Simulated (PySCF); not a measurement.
Numbering as in the mapped SMILES `[CH2:1]=[CH:2][CH2:3][NH:4]/[N:5]=[CH:6]\[CH3:7]` (H(Xn): hydrogen on atom n). Ha(C1) is cis to C3; Hb(C1) is trans to C3.

No solvent model, non-relativistic, one averaged value for each set of equivalent atoms, single conformer. GFN2-xTB geometry; shieldings: GIAO PBE0/pcSseg-1; PySCF 2.14.

References, each an isolated molecule treated in the same way: $^{13}$C (σ = 186.93 ppm), $^{1}$H (σ = 31.72 ppm) vs TMS; $^{15}$N (σ = 267.73 ppm) against NH3.

```
 atoms   nucleus  count  δ (ppm)
    N4  $^{15}$N      1        ?
    C2  $^{13}$C      1        ?
 H(C3)   $^{1}$H      2     4.03
    N5  $^{15}$N      1        ?
Hb(C1)   $^{1}$H      1     5.33
    C1  $^{13}$C      1    123.6
 H(C6)   $^{1}$H      1     6.29
 H(C2)   $^{1}$H      1        ?
 H(C7)   $^{1}$H      3     1.62
    C7  $^{13}$C      1     12.4
    C3  $^{13}$C      1     59.8
Ha(C1)   $^{1}$H      1     5.45
 H(N4)   $^{1}$H      1     4.66
    C6  $^{13}$C      1    128.8
```

**Question.** Complete the table.

**Answer.** 
- C2: 144.9 ppm, alkene CH; as expected for a trigonal carbon in a double bond
- H(C2): 5.92 ppm, hydrogen on an alkene CH; attached to an sp2 carbon and in the plane of the double bond
- N5: 388.3 ppm, imine nitrogen
- N4: 142.1 ppm, nitrogen bonded to O or N

Exchangeable OH/NH protons stand at their gas-phase positions; hydrogen bonding in a real sample shifts them, mostly to higher δ. Shifts are as computed. Against solution values, carbons near 30 ppm lie about +3 ppm off and those near 130 ppm about +5 ppm. Of 1211 compounds with measured shifts, 218 miss one by over three times the rms of a fit or turn the order of signals round; such compounds aren't used in these exercises. Experimental scales use liquid or dissolved standards, which lie at an offset from isolated NH3 (liquid NH3: subtract about 20 ppm). Unscaled 15N shifts of sp2 nitrogen come out 20 to 40 ppm too high even then.
